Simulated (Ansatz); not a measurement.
`[NH2][V](=[O])([F])[Cl]` and `[NH2][V](=[O])([Cl])[Cl]` differ in one atom or group.

Ansatz, PBE0-D4/def2-TZVP geometries, multiplicity 1. Each molecule was computed in one conformer, which needn't be the lowest.

Scalar relativity is left out up to krypton.

```tsv
property	`[NH2][V](=[O])([F])[Cl]`
HOMO energy (PBE/def2-TZVPP) / eV	-7.48
LUMO energy (B3LYP/def2-TZVPP) / eV	-3.51
LUMO energy (PBE/def2-TZVPP) / eV	-4.12
size of the dipole moment (B3LYP/def2-TZVPP) / D	3.51
HOMO–LUMO gap (PBE/def2-TZVPP) / eV	3.36
HOMO energy (B3LYP/def2-TZVPP) / eV	-8.63
```

What does the change do to each property? (An estimate is asked.)

The calculation gave: 
```tsv
property	`[NH2][V](=[O])([Cl])[Cl]`	shift
HOMO energy (PBE/def2-TZVPP) / eV	-7.37	0.11
LUMO energy (B3LYP/def2-TZVPP) / eV	-3.67	-0.16
LUMO energy (PBE/def2-TZVPP) / eV	-4.27	-0.15
size of the dipole moment (B3LYP/def2-TZVPP) / D	3.48	-0.03
HOMO–LUMO gap (PBE/def2-TZVPP) / eV	3.10	-0.26
HOMO energy (B3LYP/def2-TZVPP) / eV	-8.45	0.18
```

With PBE0 the HOMO rises by 0.18 eV and the LUMO falls by 0.19 eV, so the gap narrows by about 0.37 eV. PBE moves the HOMO by 0.11 eV and ωB97M-V by 0.24 eV. Dipoles are sizes alone; their direction can turn.

B3LYP here is the variant with VWN-RPA as its local correlation; programs differ in this.
